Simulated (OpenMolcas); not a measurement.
A run on Pd2+ among 6 point charges of -1 e arranged as a tetragonal octahedron (D4h), 1.92 Å from the ion, with the axial distance 1.670 Å.

```yaml
Program: OpenMolcas 26.06
Method: "SS-CASPT2, IPEA 0.25 Eh, imaginary shift 0.1 Eh (closed shells correlated: 4s 4p)"
Basis: ANO-RCC-VTZP [7s6p4d2f1g]
Scalar_Hamiltonian: DKH2, point nucleus
Active_space: 8 electrons in 5 orbitals (4d)
State_averaging: 2S+1 = 3 even, 10 roots; 2S+1 = 1 even, 15 roots
Spin-orbit_coupling: RASSI with atomic mean-field integrals over the reference wave functions
```

First CASPT2 step and the start of its output:

```
&CASPT2
Multistate=10 1 2 3 4 5 6 7 8 9 10
NoMult
Frozen=8 6
IPEA=0.25
Imaginary=0.1
MaxIter=60
WThr=0.0 0.3 0.05
PrWF=0.5
NoMix
```

```
--- CASPT2 ---
Orbital specifications:
      -----------------------

      Symmetry species                           1   2
                                                ag  au
      Frozen orbitals                            8   6
      Inactive orbitals                          1   3
      Active orbitals                            5   0
      Secondary orbitals                        22  23
      Deleted orbitals                           0   0
      Number of basis functions                 36  32
Type of calculation                        SS-CASPT2
      Fock operator                              state-specific
      IPEA shift                                 0.25
      Real shift                                 0.00
      Imaginary shift                            0.10
      The input orbitals will be transformed to quasi-canonical
Reference energy:       -5044.5678041927
      E2 (Non-variational):      -0.5179207709
      Shift correction:          -0.0002533756
      E2 (Variational):          -0.5181741465
      Total energy:           -5045.0859783392
      Residual norm:              0.0000006679
      Reference weight:           0.91639
      Contributions to the CASPT2 correlation energy
      Active & Virtual Only:         -0.2222181661
      One Inactive Excited:          -0.2122153269
      Two Inactive Excited:          -0.0834872779
Reference energy:       -5044.5433929619
      E2 (Non-variational):      -0.5166382290
      Shift correction:          -0.0002252597
      E2 (Variational):          -0.5168634888
      Total energy:           -5045.0602564507
      Residual norm:              0.0000001175
      Reference weight:           0.91670
      Contributions to the CASPT2 correlation energy
      Active & Virtual Only:         -0.2215321162
...
```

Over all roots the printed reference weights run from 0.28 to 0.92, and roots that are degenerate in the reference spread by up to 0.011 cm-1.

Task: Did the run give usable levels, and if not, why?

Result: No. The equations converged, but the reference weight falls to 0.28 for at least one root against 0.92 for the best. A drop of that size marks an intruder state, so the energies of such roots and the levels built on them can't be trusted.
